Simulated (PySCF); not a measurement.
Si(H)2(vinyl)(OMe) (C₃H₈OSi), SMILES C=C[SiH2]OC. Geometry optimised at ωB97X-D3(BJ)/def2-SVP. The values are those of a single conformer.

Computed equilibrium geometry at ωB97X-D3(BJ)/def2-SVP (PySCF confirms it by a frequency run) as bond lengths and angles, and its point group (one conformer of several):
point group Cs.
Atoms: Si1 C2 C3 O4 C5 H6 H7 H8 H9 H10 H11 H12 H13. Bonds (Å): Si1–C2 1.861, Si1–O4 1.667, Si1–H6 1.497, Si1–H7 1.497, C2–C3 1.338, C2–H8 1.099, C3–H9 1.097, C3–H10 1.096, O4–C5 1.406, C5–H11 1.106, C5–H12 1.101, C5–H13 1.106. Angles (°): C2–Si1–O4 106.1, C2–Si1–H6 111.5, C2–Si1–H7 111.5, O4–Si1–H6 110.3, O4–Si1–H7 110.3, H6–Si1–H7 107.1, Si1–C2–C3 121.7, Si1–C2–H8 119.5, C3–C2–H8 118.8, C2–C3–H9 122.1, C2–C3–H10 120.9, H9–C3–H10 117.0, Si1–O4–C5 123.7, O4–C5–H11 111.8, O4–C5–H12 108.8, O4–C5–H13 111.8, H11–C5–H12 108.1, H11–C5–H13 108.1, H12–C5–H13 108.1.
Charge 0, spin multiplicity 1.
